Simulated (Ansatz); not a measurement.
Single points on the cluster Ge2Se3⁻.

```yaml
crystal:
  periodic: [false, false, false]
  atoms:
    - {symbol: Ge, position_ang: [0.001734, -1.251426, 0.490821]}
    - {symbol: Ge, position_ang: [-0.001752, 1.251664, -0.490765]}
    - {symbol: Se, position_ang: [0.908464, 0.687682, 1.750249]}
    - {symbol: Se, position_ang: [1.174239, -0.629167, -1.608335]}
    - {symbol: Se, position_ang: [-2.082685, -0.058753, -0.141970]}
basis:
  gaussian: {orbitals: def2-TZVPD, initial_orbitals: start.molden}
total_charge: -1
magnetization: {spin_polarized: true, initial_magnetization: 1}
hamiltonian: {xc: pbe}
correlation: {method: rpa}
scf: {omitted_lower_state_checks: [starts]}
```

The file start.molden holds the orbitals of an earlier run on this structure, at another level or in another basis.

```sh
$ ansatz run in.yaml --threads 4 --pin off --events-out ev --progress --plain --max-ram 4787MiB
```

It prints (some lines left out):

```
Functional definition: PBE
1789 factors; integrals over basis functions are off by at most 8.0e-4 eV
mean field evaluation 1: about -309045.7884 eV, gradient 1.2e1 eV
mean field evaluation 2: about -309045.9998 eV, gradient 2.9e-1 eV
mean field evaluation 4: about -309046.0014 eV, gradient 2.9e-3 eV
mean field evaluation 8: about -309046.0014 eV, gradient 2.7e-6 eV
mean field -309046.00143414 eV, -11357.2310738011 hartree, gradient 2.7e-6 eV, S^2 0.753255; 0 other end points of the search recorded, 0 dependent functions left out
45 core orbitals not correlated: weight in the atoms' cores, before any rotation towards them, 1.000 or more for the frozen orbitals, at most 0.000 for the correlated occupied ones
reference -308859.26781411 eV, -11350.3687398375 hartree; 39, 38 occupied and 195, 196 virtual orbitals, 1789 factors
Total energy: -308910.80203203 eV, -11352.2625874151 hartree
Checks for a lower state left out: starts
```

It took 21 s on 4 threads of Arm Neoverse V1 on a shared host, peak host memory 1.1 GiB.

First input, but with `hamiltonian: {xc: pbe, dispersion: d4}`, `output: {forces: true, orbitals: {seedname: orbitals}}` and without the key `correlation` (abridged; 14 s):

```
Functional definition: PBE
mean field -309046.00145223 eV, -11357.2310744659 hartree, gradient 9.4e-6 eV, S^2 0.753255
Total energy: -309046.37562221 eV, -11357.2448249593 hartree
Atom 0 force     0.000934    -0.222906     0.087161 eV/Å
Atom 1 force    -0.000205     0.221358    -0.087586 eV/Å
Atom 2 force     0.082470     0.062639     0.159023 eV/Å
Atom 3 force     0.106761    -0.056522    -0.145818 eV/Å
Atom 4 force    -0.189959    -0.004569    -0.012780 eV/Å
Dipole moment:    -0.000073     0.000119     0.000067 e Å
Checks for a lower state left out: starts
```

First input, but with `correlation: {method: mp2}`, `output: {orbitals: {seedname: orbitals}}` and without the key `hamiltonian` (abridged; 35 s):

```
Functional definition: HF
mean field -308862.16373301 eV, -11350.4751628944 hartree, gradient 2.1e-6 eV, S^2 0.830892
45 core orbitals not correlated: weight in the atoms' cores, before any rotation towards them, 1.000 or more for the frozen orbitals, at most 0.000 for the correlated occupied ones
second order -35.38138608 eV of doubles, -0.00000000 eV of singles
Total energy: -308897.54511910 eV, -11351.7754048506 hartree
Checks for a lower state left out: starts
```

As the first input, with `hamiltonian: {xc: r2scan, dispersion: d4}`, `output: {orbitals: {seedname: orbitals}}` and without the key `correlation` (abridged; 27 s):

```
Functional definition: r2SCAN
mean field -309090.83264354 eV, -11358.8785903590 hartree, gradient 1.7e-5 eV, S^2 0.759618
Total energy: -309090.90225601 eV, -11358.8811485700 hartree
Checks for a lower state left out: starts
```

First input, but with `hamiltonian: {xc: pbe0, dispersion: d4}`, `output: {orbitals: {seedname: orbitals}}` and without the key `correlation` (abridged; 29 s):

```
Functional definition: PBE0
mean field -309054.78853455 eV, -11357.5539937851 hartree, gradient 2.8e-5 eV, S^2 0.761524
Total energy: -309055.10915588 eV, -11357.5657764018 hartree
Checks for a lower state left out: starts
```

First input, but with `hamiltonian: {xc: lda}`, `output: {orbitals: {seedname: orbitals}}` and without the key `correlation` (abridged; 6.5 s):

```
Functional definition: SPW92
mean field -308642.33453415 eV, -11342.3965888418 hartree, gradient 1.4e-5 eV, S^2 0.751286
Total energy: -308642.33458876 eV, -11342.3965908485 hartree
Checks for a lower state left out: starts
```

As the first input, with `hamiltonian: {xc: {name: PBE-QIDH}}` and without the key `correlation` (abridged; 39 s):

```
Functional definition: PBE-QIDH
mean field -308997.60739308 eV, -11355.4526255949 hartree, gradient 5.3e-6 eV, S^2 0.791518
45 core orbitals not correlated: weight in the atoms' cores, before any rotation towards them, 1.000 or more for the frozen orbitals, at most 0.000 for the correlated occupied ones
second order -40.02252019 eV of doubles, -0.00000000 eV of singles
Total energy: -309010.94825219 eV, -11355.9428931242 hartree
Checks for a lower state left out: starts
```

Geometry: r2SCAN-D4/def2-SVPD.

Correlated methods freeze 45 core orbitals; core or outer-core shells of Ge, Se are correlated, in sets that lack core-valence functions. At MP2/def2-TZVPD the charge -1 doublet is spin-contaminated (final ⟨S²⟩ up to 0.83, 0.75 for a pure state). The structure comes from a short search, and lower isomers may exist.
